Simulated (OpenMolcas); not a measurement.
An OpenMolcas run meant for F⁵⁺ (ANO-RCC-VDZP, DKH2; inactive shells 1s; intended active space 2 electrons in 4 orbitals (2s 2p)). One step of its input:

```
&CASPT2
Multistate=1 1
Frozen=0 0
IPEA=1.5
Imaginary=0.1
MaxIter=60
WThr=0.0 0.3 0.05
PrWF=0.5
NoMix
```

The run finished. Its levels beside those of a sound run (SS-CASPT2, IPEA 0.25 Eh, imaginary shift 0.1 Eh (closed shells correlated: 1s)), in cm-1 above each run's lowest level:

```tsv
Level	This run	Usual run
2s2 1S0	0.0	0.0
2s 2p 3P* 0	118265	118175
2s 2p 3P* 1	118469	118380
2s 2p 3P* 2	118881	118792
2s 2p 1P* 1	210344	209683
```

**Question.** Which setting is unsound, and how much does it matter here?

**Answer.** The IPEA shift is far above its usual 0.25 hartree. Against the sound run the excited levels shown move by 230 cm-1 on average and by 660 cm-1 at most.

The basis is small and was not contracted for so high a charge. Levels of configurations outside the active space are missing.

* marks odd parity.
